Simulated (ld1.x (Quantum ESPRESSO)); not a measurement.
# What one change does to a pseudopotential (arsenic, ultrasoft)

```json
{"Element": "As (Z = 33)", "Generator": "ld1.x (Quantum ESPRESSO) 7.5", "Type": "ultrasoft", "Functional": "LDA (PZ)", "Relativity": "fully relativistic", "Frozen core": "[Ar] 3d10", "Valence charge": "5", "Reference configuration": "4s1 4p4", "Partial waves": "4s (bound): rcut 1.70, rcutus 1.85 bohr; 4s channel at -0.75 Ry: rcut 1.70, rcutus 1.85 bohr; 4p (bound): rcut 1.20, rcutus 1.60 bohr; 4p channel at 2.9 Ry: rcut 1.20, rcutus 1.60 bohr; 4d channel at -0.05 Ry: rcut 1.30, rcutus 1.75 bohr; 4d channel at 1.6 Ry: rcut 1.30, rcutus 1.75 bohr", "Local potential": "all-electron potential smoothed inside 1.60 bohr (lloc = -1)", "Core correction": "Bessel-smoothed model core inside 1.55 bohr", "Augmentation charge": "PSQ, radius 1.25 bohr"}
```

Open shells are filled in proportion to 2j + 1 (rel_dist='average').

All-electron outer shells of the reference configuration (LDA (PZ), scalar-relativistic, ld1.x):

```csv
shell,level (eV),outermost node (bohr),outermost maximum (bohr)
3p,-135.08,0.22,0.52
3d,-42.52,–,0.47
4s,-15.59,0.73,1.59
4p,-5.98,0.78,1.95
```

Change: waves 4s (bound): rcut 1.42, rcutus 1.50 bohr; 4s channel at -0.75 Ry: rcut 1.42, rcutus 1.50 bohr.

Cutoffs: the cutoffs (Ry, on a coarse ladder) from which the occupation-weighted sum of valence levels, in a spherical-Bessel basis at the reference potential, stays within 10 and 1 mRy of its value at 400 Ry; they do not see the model core or the augmentation charge, which bear on the density cutoff. Errors are all-electron minus pseudo energies relative to the spin-unpolarised reference configuration.

Task: Predict the effect on cutoff, ghosts and configuration errors.

Result: The potential gets harder (8 Ry and 21 Ry → 15 Ry and 25 Ry); both files keep a bound ghost (d); of the 7 tests that both files solve, the error grows in 2 and shrinks in 1 by more than 15 % and 0.3 meV (median size 6.1 → 7.6 meV). A smaller radius makes the pseudo-wave follow the all-electron one further in, where it bends more sharply, so more plane waves are needed.

| quantity | base | changed |
| --- | --- | --- |
| cutoff, loose | 8 Ry | 15 Ry |
| cutoff, tight | 21 Ry | 25 Ry |
| loose cutoff by channel (10 mRy a level) | s 6 Ry, p 6 Ry | s 15 Ry, p 6 Ry |
| bound ghosts | d5/2, d3/2 | d5/2, d3/2 |
| error for 4s2 4p3, meV [ΔE -9.48 eV] | -4.9 | -6.2 |
| error for 4s2 4p2, meV [ΔE -0.15 eV] | -0.1 | -0.3 |
| error for 4s2 4p1, meV [ΔE 18.02 eV] | -13 | -10 |
| error for 4s2 4p3.3, meV [ΔE -10.76 eV] | -6.1 | -7.6 |
| error for 4s1 4p0, meV [ΔE 97.18 eV] | -392 | -395 |
| error for 4s1 4p3, meV [ΔE 10.01 eV] | -4.0 | -4.0 |
| error for 4s2 4p0, meV [ΔE 46.06 eV] | -89 | -82 |
| lowest overlap eigenvalue by channel | s 0.36, p1/2 0.60, p3/2 0.60, d3/2 0.90, d5/2 0.90 | s 0.48, p1/2 0.60, p3/2 0.60, d3/2 0.90, d5/2 0.90 |

 A true bound ghost makes a file unfit for plane-wave use even where its test errors are small: the radial tests pick states by their node count and pass the ghost by.
